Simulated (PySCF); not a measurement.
SMILES N#C[SiH2]C1=C[C@@]2(Cl)C=C[C@@H]12, C$_{7}$H$_{6}$ClNSi

Molfile (atoms numbered from 1):
```
C7H6ClNSi
     RDKit          3D

 16 17  0  0  0  0  0  0  0  0999 V2000
   -2.8623    2.1952   -0.4393 N   0  0  0  0  0  0  0  0  0  0  0  0
   -2.6336    1.0978   -0.2039 C   0  0  0  0  0  0  0  0  0  0  0  0
   -2.2295   -0.6863    0.1870 Si  0  0  0  0  0  4  0  0  0  0  0  0
   -0.3628   -0.7039    0.2934 C   0  0  0  0  0  0  0  0  0  0  0  0
    0.6339   -1.3504   -0.3238 C   0  0  0  0  0  0  0  0  0  0  0  0
    1.7275   -0.5562    0.3426 C   0  0  1  0  0  0  0  0  0  0  0  0
    3.0341   -1.4259    1.1321 Cl  0  0  0  0  0  0  0  0  0  0  0  0
    2.0337    0.7805   -0.2966 C   0  0  0  0  0  0  0  0  0  0  0  0
    1.0447    1.4119    0.3314 C   0  0  0  0  0  0  0  0  0  0  0  0
    0.5854    0.1900    1.0905 C   0  0  1  0  0  0  0  0  0  0  0  0
   -2.7318   -1.5074   -0.9125 H   0  0  0  0  0  0  0  0  0  0  0  0
   -2.8415   -0.9789    1.4851 H   0  0  0  0  0  0  0  0  0  0  0  0
    0.6897   -2.1292   -1.0602 H   0  0  0  0  0  0  0  0  0  0  0  0
    2.7750    1.0465   -1.0245 H   0  0  0  0  0  0  0  0  0  0  0  0
    0.6324    2.4010    0.2891 H   0  0  0  0  0  0  0  0  0  0  0  0
    0.4975    0.2243    2.1682 H   0  0  0  0  0  0  0  0  0  0  0  0
  1  2  3  0
  2  3  1  0
  3  4  1  0
  4  5  2  0
  5  6  1  0
  6  7  1  1
  6  8  1  0
  8  9  2  0
  9 10  1  0
 10  4  1  0
 10  6  1  0
  3 11  1  0
  3 12  1  0
  5 13  1  0
  8 14  1  0
  9 15  1  0
 10 16  1  1
M  END
```

Level of theory: GIAO PBE/pcSseg-1 magnetisability, rotational g tensor and spin-rotation constants, non-relativistic, gas phase in PySCF 2.14.0. Geometry: GFN2-xTB.

Question: What are the magnetisability and the molar susceptibility?

Answer: Isotropic -1400 × 10⁻³⁰ J/T², or -84.3 × 10⁻⁶ cm³/mol; principal values -1558, -1390, -1250 × 10⁻³⁰ J/T², anisotropy 267 × 10⁻³⁰ J/T² (root of half the summed squared differences of the principal values). The susceptibility is in cgs units.

Question: Split it along the inertial axes a, b, c into diamagnetic and paramagnetic parts about the centre of mass, with the quadrupole moment.

Answer: 
```csv
axis,χ (10⁻⁶ cm³/mol),diamagnetic (10⁻⁶ cm³/mol),paramagnetic (10⁻⁶ cm³/mol),summed x² of all electrons (Å²),quadrupole Θ (D Å)
a,-84.7,-650.4,565.7,456.4,-17.80
b,-88.1,-2099.8,2011.7,114.8,+7.51
c,-80.1,-2423.5,2343.4,38.5,+10.29
```
Anisotropies 2χaa − χbb − χcc = -1.1 and 2χbb − χaa − χcc = -11.4 × 10⁻⁶ cm³/mol. Θ is traceless in Buckingham's convention.

Question: And the rotational g tensor?

Answer: 
| axis | rotational constant (GHz) | g | nuclear part | electronic part |
| --- | --- | --- | --- | --- |
| a | 2.3462 | -0.0440 | 0.5796 | -0.6236 |
| b | 0.5581 | -0.0135 | 0.5140 | -0.5274 |
| c | 0.4824 | -0.0138 | 0.5172 | -0.5310 |

Asymmetric top; isotopes 12C, 35Cl, 1H, 14N, 28Si; no vibrational averaging.
